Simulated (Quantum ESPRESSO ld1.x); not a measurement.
Results of a calculation; reference values are marked as such.
Q: Ru2+, 42 electrons, occupied as [Ar] 3d10 4s2 4p5.75 4d6 5s0.25 (fractional occupations, a model configuration). Level of theory: Dirac Kohn-Sham, BLYP, spin-unpolarised, spherical densities, point nucleus; open shells are shared between the two j in proportion to 2j + 1 (ld1.x of Quantum ESPRESSO 7.5).

Spin-orbit splittings of the eigenvalues, e(l+1/2) - e(l-1/2), with zeta = 2 splitting/(2l+1) and mean radii in bohr:

shell  occ.  splitting (eV)  zeta (eV)  <r> j=l-1/2  <r> j=l+1/2
2p        6               ?          ?       0.1236       0.1284
3p        6           22.23      14.82       0.3957       0.4064
3d       10           4.332      1.733       0.3821       0.3856
4p     5.75           3.473      2.315        1.096        1.125
4d        6          0.3841     0.1536        1.502        1.517
5p        0          0.3602     0.2401        3.227        3.299

Estimate the 2p splitting.

A: 131.0 eV (zeta = 87.34 eV).
